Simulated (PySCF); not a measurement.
## Two-component Hartree-Fock for Cs⁵³⁺ (caesium, charge +53)

Start: 1s2. Calculated with PySCF 2.14 in an uncontracted even-tempered set (15 s from 130 bohr⁻², ratio 2.4; 11 p from 170 bohr⁻², ratio 2.4; 3 d from 540 bohr⁻², ratio 2.6; 3 f from 810 bohr⁻², ratio 2.6): generalised Hartree-Fock with the X2C-1e Hamiltonian and a Gaussian nucleus; one run each with spin-orbit coupling (SO) switched off, then screened by Boettger's factors.

```
spinor shell  electrons  ε, spin-free (eV)  ε, screened SO (eV)  weight of nominal j (screened SO)  rms radius, screened SO (bohr)
       1s1/2          2           -41937.4             -41937.4                              1.000                          0.0296
```

```
   quantity    spin-free  screened SO
E (hartree)  -3119.83585  -3119.83585
        M_J            0            0
       ⟨J²⟩        0.000        0.000
       ⟨L²⟩        0.000        0.000
       ⟨S²⟩        0.000        0.000
```

Breit and QED terms are absent; they matter most for the inner s and p1/2 levels.

Densities and radii are taken from the X2C orbitals without a picture-change correction, which distorts them close to the nucleus.

Without spin-orbit coupling the j labels of p, d and f shells carry no meaning; the spin-free column gives the mean over the occupied spinors of each nl shell.
